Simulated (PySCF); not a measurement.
Part of a log for `O[SiH](O)O`: ground state, then the species with a core hole.

The calculation used PySCF 2.14.0, delta-SCF UKS SCAN, pcX-2 on the ionised atom, pcseg-1 elsewhere, spin-free X2C. Atoms in this output count from 0. The cycles run on a coarse integration grid; for E(ground) and E(ion) the exchange–correlation energy is redone on a finer one, so they differ from the last cycle, and only they enter the binding energy.

Coordinates (Å, PBE0-D3(BJ)/def2-SVP):
```
O      0.459436    -0.124067    -1.551546
Si     0.192095    -0.008419     0.072314
O     -1.045013     1.053127     0.329270
O     -0.258846    -1.492619     0.634647
H      0.877826    -0.923012    -1.882419
H      1.421764     0.455691     0.766971
H     -1.089065     1.834391    -0.228094
H     -0.763820    -1.530602     1.451029
```

```
ground state, core basis on atom 1 (Si), 122 functions
  cycle   1  E = -518.39973475  |g| = 3.00e-01
  cycle   2  E = -518.39861534  |g| = 1.22e-01
  cycle   3  E = -518.39795648  |g| = 1.30e-01
  cycle   4  E = -518.40098308  |g| = 2.02e-02
  cycle   5  E = -518.40104975  |g| = 2.73e-03
  cycle   6  E = -518.40104920  |g| = 8.08e-04
  cycle   7  E = -518.40105040  |g| = 1.04e-04
  E(ground) = -518.40174185 Eh
hole in Si 2p of atom 1
  cycle   1  E = -514.10179639  |g| = 1.24e+00
  cycle   2  E = -513.98847712  |g| = 1.15e+00
  cycle   3  E = -514.32768266  |g| = 4.33e-01
  cycle   4  E = -514.39850464  |g| = 1.06e-01
  cycle   5  E = -514.40208548  |g| = 2.91e-02
  cycle   6  E = -514.40246612  |g| = 2.95e-03
  cycle   7  E = -514.40246744  |g| = 2.08e-03
  cycle   8  E = -514.40247046  |g| = 8.86e-04
  cycle   9  E = -514.40247131  |g| = 1.48e-04
  E(ion) = -514.41340836 Eh   <S^2> = 0.7515   hole on atom = 1.003
```

**Question.** What energy does this spin-free Si 2p hole on atom 1 cost, and which doublet follows from it?

**Answer.** (-514.413408 − (-518.401742)) Eh × 27.2114 eV/Eh = 108.53 eV. With the spin–orbit matrix of the shell the program then gives 2p3/2 = 108.37 eV and 2p1/2 = 108.99 eV; their weighted mean, 108.57 eV, differs from that hole by +0.04 eV, as the three ground-state 2p orbitals of the atom aren't degenerate.

```
ground state, core basis on atom 0 (O), 111 functions
  cycle   1  E = -518.06856181  |g| = 1.18e+00
  cycle   2  E = -517.52341326  |g| = 2.06e+00
  cycle   3  E = -518.31319242  |g| = 1.16e-01
  cycle   4  E = -518.31494845  |g| = 7.79e-02
  cycle   5  E = -518.31594976  |g| = 1.97e-02
  cycle   6  E = -518.31601809  |g| = 3.79e-03
  cycle   7  E = -518.31602303  |g| = 1.01e-03
  cycle   8  E = -518.31602197  |g| = 1.88e-04
  E(ground) = -518.35522764 Eh
hole in O 1s of atom 0
  cycle   1  E = -497.71079633  |g| = 2.22e+00
  cycle   2  E = -497.39113091  |g| = 2.11e+00
  cycle   3  E = -498.46434507  |g| = 4.03e-01
  cycle   4  E = -498.47787991  |g| = 3.00e-01
  cycle   5  E = -498.51104826  |g| = 4.44e-02
  cycle   6  E = -498.51165400  |g| = 2.12e-02
  cycle   7  E = -498.51181340  |g| = 5.97e-03
  cycle   8  E = -498.51182662  |g| = 1.12e-03
  cycle   9  E = -498.51182840  |g| = 2.54e-04
  E(ion) = -498.55175594 Eh   <S^2> = 0.7613   hole on atom = 1.000
```

**Question.** What is the O 1s binding energy of atom 0?

**Answer.** (-498.551756 − (-518.355228)) Eh × 27.2114 eV/Eh = 538.88 eV, for the silanol oxygen.

The ground state is recomputed for each atom, because the flexible core basis sits on the ionised atom alone; energies of different blocks can't be mixed. One conformer (not necessarily the lowest) at the PBE0-D3(BJ)/def2-SVP geometry, without solvent, vibrations or thermal averaging.

Conformer computed: `[OH:1][SiH:2]([OH:3])[OH:4]`: H–O1–Si2–O3 -156°, H–O3–Si2–O1 -38°, H–O4–Si2–O1 -157°.
Labels such as C1 count atoms from 1, the log's own numbers from 0.
